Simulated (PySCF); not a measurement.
CH10FNSi3. Atoms are numbered in the order given.

```xyz
16

C     -1.6639     1.9829    -0.6795
Si    -0.4944     1.0347     0.4555
N      1.1593     0.9950    -0.1158
Si     1.9401    -0.1957    -1.1257
Si    -1.2297    -1.1969     0.6776
F      0.1009    -2.1214     0.9495
H     -1.3320     3.0274    -0.7981
H     -2.6893     1.9955    -0.2730
H     -1.6965     1.5205    -1.6792
H     -0.4952     1.6929     1.7988
H      1.7546     1.7447     0.2311
H      2.6941     0.4688    -2.2319
H      0.8581    -1.0360    -1.7108
H      2.9022    -1.0662    -0.3892
H     -2.1543    -1.3845     1.8348
H     -1.9045    -1.7213    -0.5461
```
Charge 0, spin multiplicity 1.

Coordinates come from a B3LYP-D3(BJ)/def2-SVP optimisation. The structure was generated by enumeration; whether it is a known compound was not checked. The values are those of a single conformer.

Computed with B3LYP-D3(BJ)/def2-SVP in PySCF 2.14.0.

Frequencies are harmonic and unscaled.

Computed vibrational spectrum:
```json
[
 {"mode": "1", "ν (cm⁻¹)": "29", "IR (km/mol)": "2.0", "moving atoms (share of kinetic energy)": "H 28 %, C 21 %, Si 20 %, F 16 %, N 15 %"},
 {"mode": "2", "ν (cm⁻¹)": "54", "IR (km/mol)": "1.0", "moving atoms (share of kinetic energy)": "F 37 %, Si 30 %, H 21 %"},
 {"mode": "3", "ν (cm⁻¹)": "88", "IR (km/mol)": "1.2", "moving atoms (share of kinetic energy)": "F 37 %, Si 33 %, H 15 %"},
 {"mode": "4", "ν (cm⁻¹)": "138", "IR (km/mol)": "3.5", "moving atoms (share of kinetic energy)": "Si 45 %, H 29 %, C 15 %"},
 {"mode": "5", "ν (cm⁻¹)": "155", "IR (km/mol)": "0.9", "moving atoms (share of kinetic energy)": "H 87 %"},
 {"mode": "6", "ν (cm⁻¹)": "165", "IR (km/mol)": "0.1", "moving atoms (share of kinetic energy)": "H 96 %"},
 {"mode": "7", "ν (cm⁻¹)": "179", "IR (km/mol)": "0.9", "moving atoms (share of kinetic energy)": "H 27 %, F 24 %, Si 19 %, C 17 %, N 13 %"},
 {"mode": "8", "ν (cm⁻¹)": "236", "IR (km/mol)": "5.1", "moving atoms (share of kinetic energy)": "H 37 %, Si 30 %, N 14 %, C 14 %"},
 {"mode": "9", "ν (cm⁻¹)": "276", "IR (km/mol)": "13.2", "moving atoms (share of kinetic energy)": "Si 40 %, N 24 %, H 22 %, F 10 %"},
 {"mode": "10", "ν (cm⁻¹)": "341", "IR (km/mol)": "50.1", "moving atoms (share of kinetic energy)": "H 74 %, N 15 %, Si 10 %"},
 {"mode": "11", "ν (cm⁻¹)": "413", "IR (km/mol)": "2.8", "moving atoms (share of kinetic energy)": "Si 70 %, H 22 %"},
 {"mode": "12", "ν (cm⁻¹)": "490", "IR (km/mol)": "22.1", "moving atoms (share of kinetic energy)": "H 72 %, Si 26 %"},
 {"mode": "13", "ν (cm⁻¹)": "591", "IR (km/mol)": "3.4", "moving atoms (share of kinetic energy)": "H 38 %, Si 36 %, N 18 %"},
 {"mode": "14", "ν (cm⁻¹)": "666", "IR (km/mol)": "3.2", "moving atoms (share of kinetic energy)": "H 72 %, C 16 %, Si 11 %"},
 {"mode": "15", "ν (cm⁻¹)": "695", "IR (km/mol)": "31.3", "moving atoms (share of kinetic energy)": "H 55 %, Si 23 %, C 19 %"},
 {"mode": "16", "ν (cm⁻¹)": "707", "IR (km/mol)": "7.5", "moving atoms (share of kinetic energy)": "H 77 %, Si 13 %"},
 {"mode": "17", "ν (cm⁻¹)": "716", "IR (km/mol)": "80.6", "moving atoms (share of kinetic energy)": "H 76 %, Si 10 %, N 9 %"},
 {"mode": "18", "ν (cm⁻¹)": "737", "IR (km/mol)": "11.7", "moving atoms (share of kinetic energy)": "H 90 %"},
 {"mode": "19", "ν (cm⁻¹)": "770", "IR (km/mol)": "46.8", "moving atoms (share of kinetic energy)": "H 64 %, C 17 %, Si 11 %"},
 {"mode": "20", "ν (cm⁻¹)": "836", "IR (km/mol)": "14.5", "moving atoms (share of kinetic energy)": "F 51 %, Si 24 %, H 23 %"},
 {"mode": "21", "ν (cm⁻¹)": "846", "IR (km/mol)": "365.7", "moving atoms (share of kinetic energy)": "H 71 %, Si 14 %, N 9 %"},
 {"mode": "22", "ν (cm⁻¹)": "904", "IR (km/mol)": "88.0", "moving atoms (share of kinetic energy)": "H 62 %, Si 21 %, N 10 %"},
 {"mode": "23", "ν (cm⁻¹)": "907", "IR (km/mol)": "213.7", "moving atoms (share of kinetic energy)": "H 73 %, Si 13 %"},
 {"mode": "24", "ν (cm⁻¹)": "941", "IR (km/mol)": "105.6", "moving atoms (share of kinetic energy)": "H 92 %"},
 {"mode": "25", "ν (cm⁻¹)": "946", "IR (km/mol)": "292.3", "moving atoms (share of kinetic energy)": "H 45 %, N 29 %, Si 22 %"},
 {"mode": "26", "ν (cm⁻¹)": "962", "IR (km/mol)": "45.5", "moving atoms (share of kinetic energy)": "H 89 %"},
 {"mode": "27", "ν (cm⁻¹)": "970", "IR (km/mol)": "98.7", "moving atoms (share of kinetic energy)": "H 94 %"},
 {"mode": "28", "ν (cm⁻¹)": "1010", "IR (km/mol)": "125.6", "moving atoms (share of kinetic energy)": "H 90 %"},
 {"mode": "29", "ν (cm⁻¹)": "1192", "IR (km/mol)": "126.3", "moving atoms (share of kinetic energy)": "H 68 %, N 29 %"},
 {"mode": "30", "ν (cm⁻¹)": "1267", "IR (km/mol)": "19.4", "moving atoms (share of kinetic energy)": "H 79 %, C 21 %"},
 {"mode": "31", "ν (cm⁻¹)": "1429", "IR (km/mol)": "3.6", "moving atoms (share of kinetic energy)": "H 96 %"},
 {"mode": "32", "ν (cm⁻¹)": "1433", "IR (km/mol)": "3.9", "moving atoms (share of kinetic energy)": "H 96 %"},
 {"mode": "33", "ν (cm⁻¹)": "2190", "IR (km/mol)": "111.0", "moving atoms (share of kinetic energy)": "H 97 %"},
 {"mode": "34", "ν (cm⁻¹)": "2201", "IR (km/mol)": "183.0", "moving atoms (share of kinetic energy)": "H 96 %"},
 {"mode": "35", "ν (cm⁻¹)": "2209", "IR (km/mol)": "85.4", "moving atoms (share of kinetic energy)": "H 98 %"},
 {"mode": "36", "ν (cm⁻¹)": "2214", "IR (km/mol)": "166.1", "moving atoms (share of kinetic energy)": "H 96 %"},
 {"mode": "37", "ν (cm⁻¹)": "2219", "IR (km/mol)": "120.3", "moving atoms (share of kinetic energy)": "H 97 %"},
 {"mode": "38", "ν (cm⁻¹)": "2235", "IR (km/mol)": "105.7", "moving atoms (share of kinetic energy)": "H 97 %"},
 {"mode": "39", "ν (cm⁻¹)": "3022", "IR (km/mol)": "4.2", "moving atoms (share of kinetic energy)": "H 97 %"},
 {"mode": "40", "ν (cm⁻¹)": "3112", "IR (km/mol)": "6.6", "moving atoms (share of kinetic energy)": "H 91 %, C 9 %"},
 {"mode": "41", "ν (cm⁻¹)": "3120", "IR (km/mol)": "4.5", "moving atoms (share of kinetic energy)": "H 91 %, C 9 %"},
 {"mode": "42", "ν (cm⁻¹)": "3570", "IR (km/mol)": "36.0", "moving atoms (share of kinetic energy)": "H 93 %"}
]
```
